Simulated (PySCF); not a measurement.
# Fluorine: a sound run and one with changed settings

Sound run: F+ [He] 2s2 2p4, F(2+) [He] 2s2 2p3. Calculation: PySCF 2.14, in def2-SVP; the non-relativistic Hamiltonian (point nucleus). In the sound run the correlated levels freeze 1s2. The sound run starts from symmetry-adapted Hartree-Fock orbitals and uses a fine grid where one is needed.

Changed run: a valence shell is frozen. This setting is unsound on purpose.

```json
{"species": "F+", "method": "MP2", "sound run (hartree)": "-98.79918", "changed run (hartree)": "-98.74996", "converged": "yes"}
{"species": "F+", "method": "CCSD(T)", "sound run (hartree)": "-98.81434", "changed run (hartree)": "-98.75643", "converged": "yes"}
{"species": "F(2+)", "method": "MP2", "sound run (hartree)": "-97.53643", "changed run (hartree)": "-97.48634", "converged": "yes"}
{"species": "F(2+)", "method": "CCSD(T)", "sound run (hartree)": "-97.55092", "changed run (hartree)": "-97.48880", "converged": "yes"}
```

Ionisation energy of F+:

```tsv
method	sound run (eV)	changed run (eV)
UHF	33.531	33.531
MP2	34.361	34.385
SCS-MP2	34.356	34.485
CCSD	34.368	34.489
CCSD(T)	34.379	34.494
```

Freezing a valence shell removes pair correlation that changes on ionisation.

For comparison, NIST gives 34.971 eV between the lowest levels.
